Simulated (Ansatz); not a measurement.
WN(NH2)3 (WN4H6) was relaxed with PBE0-D4 (def2-SVP) in Ansatz in these states: charge +1 doublet, neutral singlet. The geometries follow in no particular order.

In the def2 sets W takes a core potential; there is no spin–orbit coupling.

A:

Cartesian coordinates in Å:
```
W 0.063 -0.201 0.169
N 0.446 -1.429 1.199
N 0.684 1.402 1.162
H 1.126 1.386 2.085
H 0.609 2.368 0.829
N -1.906 -0.388 -0.006
H -2.506 0.213 -0.578
H -2.472 -1.100 0.463
N 1.112 -0.659 -1.454
H 1.719 -1.477 -1.549
H 1.124 -0.115 -2.322
```

B:

```xyz
11

W    -0.2344   -0.1916   -0.0574
N    -1.4950   -1.2286   -0.3671
N    -0.6888    1.4158   -1.0815
H    -1.5185    1.5351   -1.6524
H    -0.1174    2.2561   -1.1142
N     1.3346   -1.1617   -0.7183
H     2.2865   -0.8065   -0.6810
H     1.3217   -2.0821   -1.1441
N    -0.2889    0.0394    1.8876
H    -0.9580   -0.3955    2.5136
H     0.3582    0.6196    2.4149
```

Judge from the bond lengths which geometry belongs to which state (an estimate).

A is the charge +1 doublet (W1–N6 1.986 Å, W1–N3 1.985 Å, W1–N9 1.986 Å); B is the neutral singlet (W1–N6 1.960 Å, W1–N3 1.959 Å, W1–N9 1.959 Å).
